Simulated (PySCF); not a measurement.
In(Me)2(Et) (C₄H₁₁In), SMILES C[CH2][In]([CH3])[CH3].

Geometry: PBE0-D3(BJ)/def2-SVP. The isomer is the one that the SMILES or the coordinates give; other isomers of the formula were not compared. The def2 effective core potentials stand for the cores of In; spin–orbit coupling is left out. The values are those of a single conformer.

Two levels are set side by side: TDA-PBE/def2-SVPD (PySCF) and TDA-ωB97X/def2-SVPD (PySCF). Vertical, same geometry. The lowest singlet is HOMO→LUMO 100 % with PBE and HOMO→LUMO 97 % with the other functional; states are paired by order. Differences are taken from unrounded values.

```
quantity                               TDA-ωB97X  TDA-PBE  TDA-PBE minus TDA-ωB97X
-------------------------------------  ---------  -------  -----------------------
lowest singlet excitation (eV)              4.72     4.01                    -0.70
lowest triplet excitation (TDA) (eV)        4.49     3.78                    -0.72
first bright state (f over 0.05) (eV)       6.24     4.91                    -1.33
its oscillator strength                     0.17     0.07                    -0.10
```

Functionals without exact exchange tend to place singlet excitations lower, as here. Differences between two approximate levels are no errors against the true value.

Rough cost on one machine, each run with all the roots and properties that it gave: TDA-ωB97X against TDA-PBE about 5 times.
